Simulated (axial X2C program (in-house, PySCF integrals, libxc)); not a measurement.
# Low determinants of TeH at the PBE0 level, two-component

All values were computed with an in-house all-electron X2C program for linear molecules (integrals from PySCF). Two-component (2c) means X2C with spin–orbit coupling and atomic mean-field two-electron Coulomb and Gaunt terms. Basis: Te dyall-cv3z [11s12p8d4f1g], H dyall-v3z [6s2p1d] (cores contracted in-house); Gaussian nuclei, density fitting, unrestricted open shells. Masses: Te 129.906 u, H 1.008 u.

Search at 1.680 Å (vertical energies from the lowest determinant):

```
ΔE (eV)    state  electrons beyond evenly filled partner blocks  electrons in ±ω = 1/2, 3/2, 5/2, 7/2
   0.00  Ω = 3/2                                        ω = 3/2                             34 15 4 0
   0.49  Ω = 1/2                                        ω = 1/2                             33 16 4 0
   4.44  Ω = 1/2                          2 × ω = -1/2, ω = 3/2                             34 15 4 0
   4.69  Ω = 1/2                                        ω = 1/2                             35 14 4 0
   5.16  Ω = 5/2                           2 × ω = 1/2, ω = 3/2                             34 15 4 0
```

Lowest determinant, Ω = 3/2 (⟨Sz⟩ = 0.50, ⟨Lz⟩ = 1.00 at PBE0): Re = 1.663 Å, ωe = 2129.6 cm⁻¹.

The determinant in row 2 of the search, Ω = 1/2 (⟨Sz⟩ = -0.49, ⟨Lz⟩ = 0.99 at PBE0), was followed along the bond at PBE0; measured from the minimum of the lowest determinant it gives:

Te = 0.488 eV (3935 cm⁻¹), Re = 1.661 Å, ωe = 2142.2 cm⁻¹.

(1) Compare the bond of the determinant in row 2 with that of the lowest one.

The search compares states at one distance, so a state with another bond length can lie lower; it is not exhaustive and yields mostly the lowest determinant of each block pattern, so other components and higher states of one pattern are missing. These are energies of single determinants, not of spin-adapted states; PBE0 term energies can be off by some tenths of an eV, and the functional has no current term.

Answers

(1) At PBE0 its Re is 0.002 Å shorter and its force constant, which goes as ωe², is 1.01 times that of the lowest determinant. T0 ≈ Te + Δωe/2 = 3935 + (6) = 3941 cm⁻¹.
